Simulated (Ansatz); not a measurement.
`O[SiH][SiH](O)O`, charge 0, multiplicity 2.

Give a relaxed structure at PBE0-D4/def2-TZVP (Ansatz 0.2.0). (Best estimate.)

Ansatz gave: 
Z-matrix (Å, degrees):
```
Si
Si 1 2.341
O 1 1.638 2 104.6
O 1 1.647 2 110.9 3 -117.0
H 1 1.497 2 113.9 3 121.4
O 2 1.664 1 105.9 3 172.6
H 2 1.500 1 114.7 3 -66.7
H 3 0.959 1 117.9 2 178.3
H 4 0.959 1 117.4 2 -82.8
H 6 0.959 2 117.2 1 161.8
```
This is one stationary point; other conformers may exist.
